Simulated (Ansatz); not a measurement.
## Cost against result

Saddle point of CH$_{5}$InS, closed shell (CH₅InS ([CH3][InH][SH]) → CH₃InS ([CH3][In][S]) + H₂; bonds formed: H2–H4; bonds broken: In1–H2, S3–H4), PBE0-D4/def2-TZVP structure:

| atom | x (Å) | y (Å) | z (Å) |
| --- | --- | --- | --- |
| In1 | -0.0785 | -0.5541 | -0.3771 |
| H2 | -0.5042 | 0.6945 | -1.9330 |
| S3 | -0.4795 | -1.9857 | -2.1284 |
| H4 | -0.5772 | -0.2834 | -2.3305 |
| C5 | 0.3564 | 0.4063 | 1.4625 |
| H6 | -0.5344 | 0.9361 | 1.7994 |
| H7 | 1.1646 | 1.1193 | 1.3017 |
| H8 | 0.6526 | -0.3329 | 2.2053 |

Barriers are electronic and count from the start structure reached by relaxing down the imaginary mode.

Program: Ansatz 0.2.0. Basis: as named in each row. Cores are frozen in the correlated methods. Filled d shells of the heavier atoms are correlated. Core potentials replace the inner electrons of the atoms past krypton. The def2 sets are not built for correlating such inner shells, so the correlated values are less sure here. B3LYP uses VWN-RPA correlation. Extrapolation: Hartree–Fock as exp(−7.88 √X), correlation as X^−2.97.

Times are rough, for one single point on 4 threads of a shared host (Intel Xeon).

The estimate by CCSD(T) at an estimated basis limit (MP2 extrapolated from triple and quadruple zeta, plus CCSD(T) − MP2 in triple zeta) is 46.87 kcal/mol.

```json
{"method": "SPW92", "basis": "def2-SVP", "time (s)": "under 1", "barrier (kcal/mol)": "38.35", "method less estimate": "-8.52"}
{"method": "PBE-D4", "basis": "def2-SVP", "time (s)": "1", "barrier (kcal/mol)": "40.65", "method less estimate": "-6.22"}
{"method": "SPW92", "basis": "def2-TZVPP", "time (s)": "2", "barrier (kcal/mol)": "37.58", "method less estimate": "-9.30"}
{"method": "PBE0-D4", "basis": "def2-SVP", "time (s)": "2", "barrier (kcal/mol)": "46.33", "method less estimate": "-0.54"}
{"method": "PBE-D4", "basis": "def2-TZVPP", "time (s)": "2", "barrier (kcal/mol)": "39.82", "method less estimate": "-7.05"}
{"method": "B3LYP-D4", "basis": "def2-TZVPP", "time (s)": "2", "barrier (kcal/mol)": "46.19", "method less estimate": "-0.68"}
{"method": "BLYP-D4", "basis": "def2-TZVPP", "time (s)": "3", "barrier (kcal/mol)": "41.96", "method less estimate": "-4.92"}
{"method": "BHLYP-D4", "basis": "def2-TZVPP", "time (s)": "3", "barrier (kcal/mol)": "52.35", "method less estimate": "5.48"}
{"method": "PBE0-D4", "basis": "def2-TZVPP", "time (s)": "3", "barrier (kcal/mol)": "45.11", "method less estimate": "-1.76"}
{"method": "CAM-B3LYP-D4", "basis": "def2-TZVPP", "time (s)": "4", "barrier (kcal/mol)": "50.29", "method less estimate": "3.42"}
{"method": "r2SCAN-D4", "basis": "def2-TZVPP", "time (s)": "4", "barrier (kcal/mol)": "43.16", "method less estimate": "-3.72"}
{"method": "CCSD(T)", "basis": "def2-SVP", "time (s)": "4", "barrier (kcal/mol)": "51.96", "method less estimate": "5.08"}
{"method": "r2SCAN0-D4", "basis": "def2-TZVPP", "time (s)": "4", "barrier (kcal/mol)": "47.01", "method less estimate": "0.14"}
{"method": "RPA on PBE", "basis": "def2-TZVPP", "time (s)": "6", "barrier (kcal/mol)": "47.48", "method less estimate": "0.61"}
{"method": "wB97M-V", "basis": "def2-SVP", "time (s)": "6", "barrier (kcal/mol)": "51.28", "method less estimate": "4.41"}
{"method": "B2PLYP", "basis": "def2-TZVPP", "time (s)": "6", "barrier (kcal/mol)": "46.70", "method less estimate": "-0.17"}
{"method": "PBE-QIDH", "basis": "def2-TZVPP", "time (s)": "6", "barrier (kcal/mol)": "48.02", "method less estimate": "1.14"}
{"method": "B97M-V", "basis": "def2-TZVPP", "time (s)": "8", "barrier (kcal/mol)": "44.42", "method less estimate": "-2.46"}
{"method": "wB97M-V", "basis": "def2-TZVPP", "time (s)": "8", "barrier (kcal/mol)": "50.21", "method less estimate": "3.34"}
{"method": "wB97X-V", "basis": "def2-TZVPP", "time (s)": "8", "barrier (kcal/mol)": "51.63", "method less estimate": "4.76"}
{"method": "MP2", "basis": "def2-QZVPP", "time (s)": "20", "barrier (kcal/mol)": "45.76", "method less estimate": "-1.11"}
{"method": "CCSD(T)", "basis": "def2-TZVPP", "time (s)": "52", "barrier (kcal/mol)": "48.42", "method less estimate": "1.55"}
```

All methods are single points on the PBE0-D4 structures.

The T1 diagnostic stays at or below 0.018.

Labels in which every atom is bracketed show which atoms are joined, not bond orders.
